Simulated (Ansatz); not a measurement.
Cost and result for the atomization energy of `[SiH3]C1=CC1` (10 atoms, 10 bonds).

Cartesian coordinates in Å:
```
Si -0.940 0.146 -1.374
C 0.010 0.125 0.194
C 0.302 0.598 1.365
C 1.093 -0.593 0.988
H -1.901 1.278 -1.384
H 0.001 0.280 -2.516
H -1.678 -1.136 -1.518
H 0.114 1.343 2.120
H 2.133 -0.480 0.685
H 0.866 -1.560 1.437
```

Total charge 0; spin multiplicity 1. Geometry: relaxed with PBE0-D4/def2-TZVP. Program: Ansatz. All runs use 2 threads of an Arm Neoverse V1 on a shared host. Times are those of one run each, without the atoms' runs, and a repeat can differ threefold. Electronic energies, without spin–orbit coupling; frozen cores. CCSD(T)/CBS adds CCSD(T) − MP2 in def2-TZVPP to the MP2 limit, and its time is that of the two runs behind it. T1 = 0.011. B3LYP takes the VWN-RPA correlation (the form of Gaussian; ORCA's B3LYP/G).

CCSD(T)/CBS is a level of theory with its own doubt, some kJ/mol a heavy atom from the limit and from the frozen cores, so smaller differences don't rank the functionals.

```json
{"level": "BLYP-D4/def2-TZVPP", "functions": "219", "wall time": "2.6 s", "atomization (kJ/mol)": "3743.4", "difference from CCSD(T)/CBS": "-7.9", "per bond": "-0.8"}
{"level": "PBE-D4/def2-TZVPP (with forces)", "functions": "219", "wall time": "3.2 s", "atomization (kJ/mol)": "3832.0", "difference from CCSD(T)/CBS": "80.7", "per bond": "8.1"}
{"level": "CCSD(T)/def2-SVP", "functions": "90", "wall time": "3.2 s", "atomization (kJ/mol)": "3585.4", "difference from CCSD(T)/CBS": "-165.9", "per bond": "-16.6"}
{"level": "PBE0-D4/def2-TZVPP", "functions": "219", "wall time": "3.5 s", "atomization (kJ/mol)": "3780.0", "difference from CCSD(T)/CBS": "28.7", "per bond": "2.9"}
{"level": "BHLYP-D4/def2-TZVPP", "functions": "219", "wall time": "3.5 s", "atomization (kJ/mol)": "3666.3", "difference from CCSD(T)/CBS": "-85.0", "per bond": "-8.5"}
{"level": "B3LYP-D4/def2-TZVPP (with forces)", "functions": "219", "wall time": "5.5 s", "atomization (kJ/mol)": "3759.1", "difference from CCSD(T)/CBS": "7.8", "per bond": "0.8"}
{"level": "r2SCANh-D4/def2-TZVPP", "functions": "219", "wall time": "6 s", "atomization (kJ/mol)": "3751.2", "difference from CCSD(T)/CBS": "-0.1", "per bond": "0.0"}
{"level": "B2PLYP/def2-TZVPP", "functions": "219", "wall time": "6 s", "atomization (kJ/mol)": "3721.3", "difference from CCSD(T)/CBS": "-30.0", "per bond": "-3.0"}
{"level": "B97M-V/def2-TZVPP", "functions": "219", "wall time": "11 s", "atomization (kJ/mol)": "3775.5", "difference from CCSD(T)/CBS": "24.2", "per bond": "2.4"}
{"level": "ωB97M-V/def2-TZVPP (with forces)", "functions": "219", "wall time": "14 s", "atomization (kJ/mol)": "3767.6", "difference from CCSD(T)/CBS": "16.3", "per bond": "1.6"}
{"level": "MP2/def2-QZVPP", "functions": "421", "wall time": "27 s", "atomization (kJ/mol)": "3765.3", "difference from CCSD(T)/CBS": "14.0", "per bond": "1.4"}
{"level": "CCSD(T)/def2-TZVPP", "functions": "219", "wall time": "81 s", "atomization (kJ/mol)": "3661.0", "difference from CCSD(T)/CBS": "-90.3", "per bond": "-9.0"}
{"level": "CCSD(T)/CBS(def2)", "functions": "–", "wall time": "110 s", "atomization (kJ/mol)": "3751.3", "difference from CCSD(T)/CBS": "0.0", "per bond": "0.0"}
```

The D4 term adds +28.7 kJ/mol with B3LYP and +15.0 kJ/mol with PBE0; it sums over pairs of atoms, weighted by their polarisabilities, and B3LYP, whose exchange is more repulsive, gets the larger term. From PBE to PBE0 (25 % exact exchange), in def2-TZVPP and without D4, the atomization energy moves by −49.1 kJ/mol: exact exchange takes away binding that semilocal exchange gives to molecules. At CCSD(T), def2-SVP lies −165.9 kJ/mol from the extrapolated value and def2-TZVPP −90.3 kJ/mol: correlation converges slowly with the basis, and small sets miss more of it in the bonded molecule than in its fragments.
